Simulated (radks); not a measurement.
Species: Ce3+. Configuration: [Xe] 4f0.5 6s0.5 (fractional occupations, a model configuration). Calculated with a radial shooting solver on a logarithmic mesh with Libxc functionals: non-relativistic Kohn-Sham, PBEsol, spin-polarised, spherical densities, point nucleus; open shells are filled with parallel spins first (spin-orbit coupling, left out, can overturn this in heavy ions); relativity is left out, which matters for an element this heavy. Some entries of the table are withheld. Estimate them.

orbital,occ.,eigenvalue (hartree),<r^2> (bohr^2),<r> (bohr)
1s up,1,-1407.978,0.0009171,0.02619
1s down,1,-1407.978,0.0009171,0.02619
2s up,1,-219.8677,0.01476,0.1121
2s down,1,-219.8673,0.01476,0.1121
2p up,3,-208.0351,0.01103,0.09530
2p down,3,-208.0348,0.01103,0.09530
3s up,1,-48.17777,0.09828,0.2936
3s down,1,-48.17089,0.09826,0.2936
3p up,3,-43.06046,0.09295,0.2835
3p down,3,-43.05410,0.09293,0.2835
3d up,5,-33.52137,0.07610,0.2543
3d down,5,-33.51661,0.07607,0.2543
4s up,1,-10.54091,0.5011,0.6668
4s down,1,-10.52485,0.5010,0.6668
4p up,3,-8.62908,0.5351,0.6865
4p down,3,-8.61294,0.5351,0.6865
4d up,5,-5.27298,0.6296,0.7376
4d down,5,-5.25672,0.6297,0.7376
5s up,1,-2.32755,(1),1.547
5s down,1,-2.31714,(2),1.547
5p up,3,-1.78284,3.269,1.705
5p down,3,-1.77280,3.261,1.704
4f up,0.5,-1.37661,1.164,0.9640
4f down,0,-1.36108,1.168,0.9654
6s up,0.5,-0.78296,13.07,(3)
6s down,0,-0.75784,12.80,(4)

Answer. 
(1) 5s up <r^2> (bohr^2): 2.677
(2) 5s down <r^2> (bohr^2): 2.678
(3) 6s up <r> (bohr): 3.430
(4) 6s down <r> (bohr): 3.395
